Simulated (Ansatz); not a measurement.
`N[SiH2][S][GeH3]` + HCl → `Cl[SiH2][S][GeH3]` + NH₃  (ligand exchange at the Si–N bond)

Program: Ansatz. Geometries: PBE0-D4/def2-TZVP. ΔE: electronic, gas phase. CBS: MP2 limit from def2 TZ/QZ plus the TZ coupled-cluster correction, frozen cores. This one scheme is used for every species. DFT in def2-TZVPP. B3LYP here is the variant with VWN-RPA as its local correlation; programs differ in this. For Ge outer-core shells are correlated without core-valence functions, which leaves a few kJ/mol of doubt a bond. Scalar relativity is left out up to krypton. Each species was taken in one conformer, which may not be the lowest.

| level | ΔE (kJ/mol) | difference from CCSD(T)/CBS |
| --- | --- | --- |
| BLYP-D4 | -40.5 | 1.4 |
| B3LYP-D4 | -40.3 | 1.6 |
| r2SCANh-D4 | -42.8 | -0.9 |
| BHLYP-D4 | -40.6 | 1.3 |
| CAM-B3LYP-D4 | -36.7 | 5.2 |
| r2SCAN | -43.1 | -1.2 |
| B3LYP | -40.0 | 1.9 |
| r2SCANh | -43.0 | -1.1 |
| CAM-B3LYP | -36.5 | 5.4 |
| CCSD/def2-SVP | -35.2 | 6.7 |
| HF/def2-TZVPP | -39.3 | 2.6 |
| CCSD/def2-TZVPP | -37.4 | 4.5 |
| CCSD(T)/def2-TZVPP | -38.1 | 3.8 |
| MP2/def2-QZVPP | -43.7 | -1.8 |
| HF/CBS(def2) | -39.0 | 2.9 |
| CCSD/CBS(def2) | -41.2 | 0.7 |
| CCSD(T)/CBS | -41.9 | 0 |

**Question.** What do rigid-rotor, harmonic-oscillator terms from PBE0-D4/def2-TZVP frequencies (298.15 K, 1 bar) make of the CCSD(T)/CBS value? (Best estimate.)

**Answer.** The calculation gave: ΔZPE = +8.6 kJ/mol, ΔH = -33.9 kJ/mol, ΔS = 1 J/(mol·K), ΔG = -34.1 kJ/mol. Modes under 50 cm⁻¹ make the entropy rough.

Largest T1 diagnostic among the species: 0.011.

Leaving LDA and LC-ωPBE aside and taking each functional with its dispersion term where it has one, the values, not all of them listed here, spread over 7.5 kJ/mol, from B97M-V to CAM-B3LYP-D4. LDA lies +8.2 kJ/mol from PBE without D4. At CCSD(T), def2-SVP lies +6.5 kJ/mol from the extrapolated value and def2-TZVPP +3.8 kJ/mol.
